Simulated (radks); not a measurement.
Question: Radial electron density D(r) = 4 pi r^2 rho(r) of an atom or ion with 52 electrons. All-electron calculation, scalar-relativistic Kohn-Sham, r2SCAN, spin-polarised, spherical densities, finite nucleus; meta-GGA in the generalised Kohn-Sham scheme; Fermi nuclear charge, rms radius of each element as measured or else 0.836 A^(1/3) + 0.57 fm. Program: a radial shooting solver on a logarithmic mesh with Libxc functionals.

r (bohr),D(r) (e/bohr)
0.00212,7.885
0.002806,12.21
0.003712,18.45
0.004912,27.00
0.006447,37.53
0.00853,49.89
0.01129,61.78
0.01493,69.99
0.01976,71.61
0.02614,67.04
0.03459,62.75
0.04577,68.02
0.06056,83.55
0.08013,93.64
0.106,83.53
0.1403,68.08
0.1841,72.42
0.2436,78.94
0.3223,55.30
0.4265,28.88
0.5643,29.52
0.7467,29.24
0.9879,16.19
1.307,7.693
1.73,5.083
2.288,2.532
3.028,0.6117
4.006,0.05821
5.301,0.001778

What is the nuclear charge?

Answer: Z = 55. The innermost maximum, from 1s, lies near gamma/Z bohr with gamma = sqrt(1 - (Z/c)^2) = 0.916, here 0.0167 bohr (found: 0.0182), and its height grows with Z. The density is that of the caesium ion Cs3+ in [Kr] 4d10 5p(up 2, down 2) 5s(up 1, down 1); the configuration itself is not fixed sharply by these data, and Z only to a few units. D(r) has 4 maxima, at r = 0.0182, 0.0808, 0.230, 0.652 bohr, and minima at 0.0354, 0.152, 0.477 bohr, inside which lie 1.98, 11.20, 28.96 electrons.
